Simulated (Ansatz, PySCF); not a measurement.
Complex: CH4 (SMILES C) (first 5 atoms) with Si2H6 (SMILES [SiH3][SiH3]); geometry from B3LYP-D3(BJ)/def2-TZVP.
(charge 0, multiplicity 1):
```xyz
13

C      0.05535    -0.12601     0.04639
H     -0.37250    -1.04827     0.43675
H     -0.53475     0.72180     0.39153
H      1.07997    -0.02251     0.39980
H      0.04671    -0.15459    -1.04226
Si     1.05888     0.45348     4.16453
Si    -1.12661    -0.29619     3.76818
H      1.78719    -0.52481     5.00905
H      1.02945     1.75723     4.87169
H      1.79857     0.62267     2.89152
H     -1.10975    -1.60765     3.07707
H     -1.86695     0.67585     2.92875
H     -1.84534    -0.45124     5.05690
```

Interaction energies are E(AB) − E(A) − E(B) at the monomers' geometry in the complex; basis-set methods are counterpoise corrected.

Run with Ansatz (an electronic-structure program); PySCF for the dispersion terms. 

**Question.** Estimate the interaction energy that PBE0/def2-TZVPPD returns for this input.

**Answer.** -2 meV

**Question.** Give the interaction energy at the level r2SCAN/def2-TZVPPD.

**Answer.** -14 meV

**Question.** Predict the interaction energy from BHLYP-D4/def2-TZVPPD.

**Answer.** -48 meV
